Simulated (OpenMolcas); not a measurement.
# Multiconfigurational calculation on Mn III

Input:

```
&GATEWAY
Coord
1

Mn 0.0 0.0 0.0
Basis=ANO-RCC-VDZP
Group=XYZ
NoMove
AngMom=0.0 0.0 0.0
AMFI
&SEWARD
* reference wave functions (RASSCF and RASSI steps not shown): 5 electrons in 9 orbitals (RAS2 3d 4s; RAS3 4p, at most 2 electrons)
>>> COPY JOB001 $Project.JobIph
&CASPT2
Multistate=6 1 2 3 4 5 6
Frozen=2 3
IPEA=0.25
Imaginary=0.1
MaxIter=60
WThr=0.0 0.3 0.05
PrWF=0.5
NoMix
>>> COPY JOB002 $Project.JobIph
&CASPT2
Multistate=64 1 2 3 4 5 6 7 8 9 10 11 12 13 14 15 16 17 18 19 20 21 22
23 24 25 26 27 28 29 30 31 32 33 34 35 36 37 38 39 40 41 42 43 44 45 46
47 48 49 50 51 52 53 54 55 56 57 58 59 60 61 62 63 64
Frozen=2 3
IPEA=0.25
Imaginary=0.1
MaxIter=60
WThr=0.0 0.3 0.05
PrWF=0.5
NoMix
>>> COPY JOB003 $Project.JobIph
&CASPT2
Multistate=88 1 2 3 4 5 6 7 8 9 10 11 12 13 14 15 16 17 18 19 20 21 22
23 24 25 26 27 28 29 30 31 32 33 34 35 36 37 38 39 40 41 42 43 44 45 46
47 48 49 50 51 52 53 54 55 56 57 58 59 60 61 62 63 64 65 66 67 68 69 70
71 72 73 74 75 76 77 78 79 80 81 82 83 84 85 86 87 88
NoMult
Frozen=2 3
IPEA=0.25
Imaginary=0.1
MaxIter=60
WThr=0.0 0.3 0.05
PrWF=0.5
NoMix
...
```

Launched by
```bash
OMP_NUM_THREADS=1 MOLCAS_MEM=1689 MOLCAS_PROJECT=a pymolcas a.inp > a.log  # once for each step of the input, in one work folder
```

Output, cut to the results:

```
--- CASPT2 ---
Orbital specifications:
      -----------------------

      Symmetry species                           1   2
                                                ag  au
      Frozen orbitals                            2   3
      Inactive orbitals                          1   3
      Active orbitals                            6   3
      Secondary orbitals                         6  10
      Deleted orbitals                           0   0
      Number of basis functions                 15  19
Type of calculation                        MS-CASPT2
      Fock operator                              state-specific
      IPEA shift                                 0.25
      Real shift                                 0.00
      Imaginary shift                            0.10
      The input orbitals will be transformed to quasi-canonical
Reference energy:       -1156.5588612911
      E2 (Non-variational):      -0.3306589106
      Shift correction:          -0.0003437876
      E2 (Variational):          -0.3310026981
      Total energy:           -1156.8898639893
      Residual norm:              0.0000003784
      Reference weight:           0.93284
      Contributions to the CASPT2 correlation energy
      Active & Virtual Only:         -0.0912560354
      One Inactive Excited:          -0.1564479084
      Two Inactive Excited:          -0.0829549667
Reference energy:       -1156.3259205430
      E2 (Non-variational):      -0.2866218458
      Shift correction:          -0.0001086605
      E2 (Variational):          -0.2867305063
      Total energy:           -1156.6126510493
      Residual norm:              0.0000001997
      Reference weight:           0.95307
      Contributions to the CASPT2 correlation energy
      Active & Virtual Only:         -0.0450260892
      One Inactive Excited:          -0.1405662482
      Two Inactive Excited:          -0.1010295084
::    CASPT2 Root  1     Total energy:  -1156.88986399
::    CASPT2 Root  2     Total energy:  -1156.61265105
::    CASPT2 Root  3     Total energy:  -1156.61269466
::    CASPT2 Root  4     Total energy:  -1156.61267226
::    CASPT2 Root  5     Total energy:  -1156.61277051
::    CASPT2 Root  6     Total energy:  -1156.61277253
::    MS-CASPT2 Root  1     Total energy:  -1156.88986405
::    MS-CASPT2 Root  2     Total energy:  -1156.61277371
::    MS-CASPT2 Root  3     Total energy:  -1156.61277060
::    MS-CASPT2 Root  4     Total energy:  -1156.61269545
::    MS-CASPT2 Root  5     Total energy:  -1156.61267074
::    MS-CASPT2 Root  6     Total energy:  -1156.61265044
--- CASPT2 ---
Orbital specifications:
      -----------------------

      Symmetry species                           1   2
                                                ag  au
      Frozen orbitals                            2   3
      Inactive orbitals                          1   3
      Active orbitals                            6   3
      Secondary orbitals                         6  10
      Deleted orbitals                           0   0
      Number of basis functions                 15  19
Type of calculation                        MS-CASPT2
      Fock operator                              state-specific
      IPEA shift                                 0.25
      Real shift                                 0.00
      Imaginary shift                            0.10
      The input orbitals will be transformed to quasi-canonical
Reference energy:       -1156.4031090905
      E2 (Non-variational):      -0.3551655229
      Shift correction:          -0.0004955615
      E2 (Variational):          -0.3556610844
      Total energy:           -1156.7587701749
      Residual norm:              0.0000006982
      Reference weight:           0.91827
      Contributions to the CASPT2 correlation energy
      Active & Virtual Only:         -0.1092940626
      One Inactive Excited:          -0.1645250370
      Two Inactive Excited:          -0.0813464233
Reference energy:       -1156.4031090905
      E2 (Non-variational):      -0.3552231129
      Shift correction:          -0.0004955755
      E2 (Variational):          -0.3557186884
      Total energy:           -1156.7588277789
      Residual norm:              0.0000006710
      Reference weight:           0.91826
      Contributions to the CASPT2 correlation energy
      Active & Virtual Only:         -0.1093347573
      One Inactive Excited:          -0.1645494366
      Two Inactive Excited:          -0.0813389191
::    CASPT2 Root  1     Total energy:  -1156.75877017
::    CASPT2 Root  2     Total energy:  -1156.75882778
::    CASPT2 Root  3     Total energy:  -1156.75873574
::    CASPT2 Root  4     Total energy:  -1156.75881882
::    CASPT2 Root  5     Total energy:  -1156.75880834
::    CASPT2 Root  6     Total energy:  -1156.75892598
::    CASPT2 Root  7     Total energy:  -1156.75871219
::    CASPT2 Root  8     Total energy:  -1156.75874278
::    CASPT2 Root  9     Total energy:  -1156.75879436
::    CASPT2 Root 10     Total energy:  -1156.75017509
::    CASPT2 Root 11     Total energy:  -1156.75017993
::    CASPT2 Root 12     Total energy:  -1156.75017832
::    CASPT2 Root 13     Total energy:  -1156.73458534
::    CASPT2 Root 14     Total energy:  -1156.73458401
::    CASPT2 Root 15     Total energy:  -1156.73452300
::    CASPT2 Root 16     Total energy:  -1156.73459256
::    CASPT2 Root 17     Total energy:  -1156.73457690
::    CASPT2 Root 18     Total energy:  -1156.68128651
::    CASPT2 Root 19     Total energy:  -1156.68074577
::    CASPT2 Root 20     Total energy:  -1156.68062334
::    CASPT2 Root 21     Total energy:  -1156.68095667
::    CASPT2 Root 22     Total energy:  -1156.68090027
::    CASPT2 Root 23     Total energy:  -1156.68069425
::    CASPT2 Root 24     Total energy:  -1156.68080098
::    CASPT2 Root 25     Total energy:  -1156.57014923
::    CASPT2 Root 26     Total energy:  -1156.57021212
::    CASPT2 Root 27     Total energy:  -1156.57014279
...
```

Levels above the lowest, from the spin-orbit matrix with the multistate effective Hamiltonian, averaged by term, added to it:

| Configuration | Term | J | E (cm-1) | Measured (cm-1) | g | Term weight % |
| --- | --- | --- | --- | --- | --- | --- |
| 3d5 | 6S | 5/2 | 0.0 | 0.0 | 2.002 | 100 |
| 3d5 | 4G | 5/2 | 28740 |  | 0.571 | 100 |
| 3d5 | 4G | 7/2 | 28760 | 26860 | 0.984 | 100 |
| 3d5 | 4G | 11/2 | 28770 |  | 1.273 | 100 |
| 3d5 | 4G | 9/2 | 28770 |  | 1.172 | 100 |
| 3d5 | 4P | 5/2 | 30550 | 29168 | 1.594 | 97 |
| 3d5 | 4P | 3/2 | 30590 |  | 1.723 | 98 |
| 3d5 | 4P | 1/2 | 30640 |  | 2.652 | 99 |
| 3d5 | 4D | 7/2 | 34060 | 32307 | 1.429 | 100 |
| 3d5 | 4D | 1/2 | 34120 | 32369 | 0.015 | 99 |
| 3d5 | 4D | 3/2 | 34150 |  | 1.211 | 98 |
| 3d5 | 4D | 5/2 | 34150 | 32384 | 1.378 | 97 |
| 3d5 | 2I | 11/2 | 42320 | 39174 | 0.924 | 99 |
| 3d5 | 2I | 13/2 | 42380 | 39176 | 1.077 | 100 |
| 3d5 | 2D(1) | 5/2 | 43350 | 41238 | 1.121 | 76 |
| 3d5 | 2D(1) | 3/2 | 43760 | 41570 | 0.784 | 96 |
| 3d5 | 2F(1) | 7/2 | 45000 | 42606 | 1.143 | 99 |
| 3d5 | 2F(1) | 5/2 | 45500 | 43105 | 0.937 | 71 |
| 3d5 | 4F | 9/2 | 45850 | 43573 | 1.332 | 99 |
| 3d5 | 4F | 7/2 | 45880 | 43602 | 1.237 | 99 |
| 3d5 | 4F | 5/2 | 45970 | 43669 | 1.028 | 87 |
| 3d5 | 4F | 3/2 | 46000 | 43675 | 0.416 | 96 |
| 3d5 | 2H | 9/2 | 49480 | 46516 | 0.931 | 89 |
| 3d5 | 2H | 11/2 | 49720 | 46671 | 1.090 | 99 |

Against the 17 measured excited levels shown (Corliss and Sugar, J. Phys. Chem. Ref. Data 6, 1253 (1977)) the mean absolute deviation is 2300 cm-1; the largest miss in energy is 3d5 2I 13/2: computed 42380, measured 39176 cm-1 (+8.2 %).

CASPT2 breaks the degeneracy within a term, and the mean is taken; among the terms shown or strongly mixed into the levels shown the widest spread is 460 cm-1 (3d5 4F). Over all roots computed the reference weight is 0.89 to 0.96; the roots of lowest weight are the least certain, and an intruder state may touch them. Blocks of more than 70 roots (2S+1 = 2 even) ran without multistate coupling. Some high roots are left out of the spin-orbit mixing, which shifts the levels that they would mix with. Terms from blocks run as CI alone lack orbitals of their own. Computed and measured levels are paired by configuration, term and J; levels that our copy of the source lacks, or whose pairing is in doubt (as where it misses far off the trend of its configuration), stay unpaired and out of the deviations. Levels of configurations outside the active space are missing. The first state left out of the spin-orbit step lies near 89000 cm-1 above the lowest spin-free state of the reference (among the parities and spins computed), and the list stops at four fifths of that energy or lower. The table shows the lowest 24 of 40 levels.

The CASPT2 steps took 2.4 min on 1 thread of Intel(R) Xeon(R) 6975P-C (Granite Rapids) (shared host); the integral step is not counted.

The term weight is that of the spin-free term in the level, not the purity of its configuration. A number in round brackets counts repeated terms of one configuration in the order of the reference energies.
